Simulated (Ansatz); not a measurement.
**Pulling the pair apart**

The pair of Cu⁺ (SMILES [Cu+], atom 1) and Br2 (SMILES BrBr, atoms 2–3), both closed shells, in one local arrangement (a lower one may exist), relaxed at PBE0-D4/def2-TZVP:

```tsv
atom	x (Å)	y (Å)	z (Å)
Cu1	-0.0074	-0.0779	-1.8361
Br2	-0.0901	-0.9450	0.3334
Br3	0.0975	1.0229	1.5026
```

Br2 is shifted rigidly along the line between the mean atom positions of the two fragments (negative: closer). Counterpoise interaction energies in kJ/mol. Computed with Ansatz 0.2.0 (basis: def2-TZVPPD); correlated methods freeze the cores. The 3s and 3p shells of Cu and Zn are frozen; filled d shells are correlated. The def2 sets are not built for correlating such inner shells, so the correlated values are less sure here.

```tsv
shift (Å)	r2SCAN-D4	HF	MP2
-0.23	-152.6	-8.3	-90.8
-0.12	-162.6	-38.4	-105.6
0.00	-162.3	-55.4	-110.0
0.12	-155.9	-63.6	-108.1
0.28	-141.7	-65.9	-99.2
0.58	-111.1	-56.8	-76.3
1.17	-63.5	-32.5	-39.3
2.34	-23.4	-10.1	-10.8
```

**Question.** What does CCSD(T) give at these shifts? (An estimate is asked for; the value comes from the calculation.)

**Answer.** By the calculation: -77.7, -96.3, -103.8, -104.1, -97.5, -76.7, -40.0, -10.9 kJ/mol. For zero shift, CCSD(T) at an estimated basis limit (MP2 extrapolated from triple and quadruple zeta, plus CCSD(T) − MP2 in triple zeta) gives -123.8 kJ/mol. These are counterpoise interaction energies, counted from the two frozen fragments.

No T1 diagnostic of these runs exceeds 0.015.

For scale, one of the runs: CCSD(T)/def2-TZVPPD, 181 basis functions, launched by `ansatz run in.yaml --threads 4 --pin off --events-out ev --progress --plain --max-ram 9574MiB`. The run took 18 s on 4 CPU threads of an Intel Xeon 6975P-C (shared host), with 1.3 GiB of host memory at its peak.
